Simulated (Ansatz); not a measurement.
Molecule: CH₃F₂Si, charge 0, multiplicity 2. It need not be the lowest isomer of its formula. 
Coordinates optimised at B3LYP-D3(BJ)/def2-TZVP (Ansatz, a program for electronic structure):
SMILES: C[Si](F)F
```xyz
7

Si     0.2100     0.3437    -0.1195
F      0.6961    -0.8367    -1.0924
F      0.7605    -0.0301     1.3413
C     -1.6596     0.3357    -0.0674
H     -2.0711     0.5332    -1.0573
H     -2.0266     1.0916     0.6271
H     -1.9937    -0.6500     0.2681
```
Charge 0, spin multiplicity 2.

Wanted: atomisation energy (electronic, to ground-state atoms), in kcal/mol. Correlated levels leave the core frozen unless marked. UHF or UKS for open shells. No spin-orbit coupling. Non-relativistic. The coupled-cluster limit lacks core correlation, which all-electron functionals hold. Basis-set limits of correlation are two-point, X^-3; Hartree-Fock from the larger set (for Q and 5 zeta extrapolated as (X+1)exp(-9√X)).

| level | program | atomisation energy (kcal/mol) |
|---|---|---|
| PBE-D3(BJ)/def2-TZVPD | Ansatz + dftd3 | [?] |
| B3LYP-D3(BJ)/def2-TZVPD | Ansatz + dftd3 | 648.0 |
| B3LYP-D4/def2-TZVPD | Ansatz + dftd4 | 647.6 |
| PBE0/6-31G* | Ansatz | 638.4 |
| PBE0-D3(BJ)/def2-TZVP | Ansatz + dftd3 | 646.8 |
| PBE0-D4/def2-TZVP | Ansatz + dftd4 | 646.7 |
| PBE0/def2-TZVP | Ansatz | 644.6 |
| r2SCANh/def2-TZVPD | Ansatz | 648.8 |
| HSE06/def2-TZVPD | Ansatz | [?] |
| RPA@PBE/cc-pV(T+d)Z | Ansatz | 595.9 |
| RPA@PBE/cc-pV(Q+d)Z | Ansatz | [?] |
| SCS-MP2/cc-pV(T+d)Z | Ansatz | 642.0 |
| CCSD/6-31G* | Ansatz | [?] |
| CCSD(T) with core electrons (1s frozen past Ne)/cc-pwCVTZ | Ansatz | 635.7 |
| CCSD(T)/CBS(cc-pV(Q+d)Z,cc-pV(5+d)Z) | Ansatz | 653.0 |

Q: Fill in the missing entries.

A: 
- PBE-D3(BJ)/def2-TZVPD, atomisation energy (kcal/mol): 659.9
- HSE06/def2-TZVPD, atomisation energy (kcal/mol): 645.3
- RPA@PBE/cc-pV(Q+d)Z, atomisation energy (kcal/mol): 608.4
- CCSD/6-31G*, atomisation energy (kcal/mol): 589.6
